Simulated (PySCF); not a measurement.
## Gallium: a sound run and one with changed settings

Sound run: Ga [Ar] 3d10 4s2 4p1, Ga⁺ [Ar] 3d10 4s2. Computed with PySCF 2.14 in 6-31G* (5s4p3d, 32 functions), with no relativity, point nucleus. The sound run starts from symmetry-adapted Hartree-Fock orbitals and uses a fine grid where one is needed.

Changed run: initial guess atom, at most 5 SCF cycles. This setting is unsound on purpose.

```json
{"species": "Ga", "method": "UHF", "sound run (hartree)": "-1922.94348", "changed run (hartree)": "-1922.94348", "converged": "no"}
{"species": "Ga", "method": "PBE", "sound run (hartree)": "-1924.24385", "changed run (hartree)": "-1924.24385", "converged": "no"}
{"species": "Ga", "method": "r2SCAN", "sound run (hartree)": "-1924.51214", "changed run (hartree)": "-1924.51214", "converged": "no"}
{"species": "Ga⁺", "method": "UHF", "sound run (hartree)": "-1922.73879", "changed run (hartree)": "-1922.73879", "converged": "no"}
{"species": "Ga⁺", "method": "PBE", "sound run (hartree)": "-1924.02087", "changed run (hartree)": "-1924.02087", "converged": "no"}
{"species": "Ga⁺", "method": "r2SCAN", "sound run (hartree)": "-1924.28431", "changed run (hartree)": "-1924.28431", "converged": "no"}
```

The SCF was stopped early; the energies are upper bounds that still move, and correlated levels were skipped or rest on poor orbitals.
